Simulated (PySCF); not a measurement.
Coordinates in bohr (charge 1 multiplicity 1):
```
Y     0.0421    0.0000    0.0000
H    -2.0310   -2.9045    0.0000
H    -2.0310    2.9045    0.0000
```

All numbers come from wB97X in PySCF with Y def2-TZVP with ECP28, H def2-TZVP; scalar-relativistic core potentials, no spin–orbit coupling; density-fitted integrals.

This geometry of YH₂⁺ is a stationary point at this level.

(1) What is the point group?

(2) Is it a minimum?

(3) List the harmonic modes with their infrared intensities.

(4) Give the atomic charges and bond orders.

Results:

(1) C2v.

(2) Yes: all harmonic wavenumbers are real.

(3) 
```tsv
symmetry	ω (cm⁻¹)	IR (km/mol)
a1	508	109
b2	1665	539
a1	1708	137
```

(4) 
```json
{"atom": "Y1", "Mulliken": "1.17", "Löwdin": "1.22", "polar tensor": "1.90", "Mayer order to Y1": "–"}
{"atom": "H2,3", "Mulliken": "-0.09", "Löwdin": "-0.11", "polar tensor": "-0.45", "Mayer order to Y1": "0.99"}
```

Stability towards spin polarisation was not tested. Other isomers or separated fragments may lie lower.
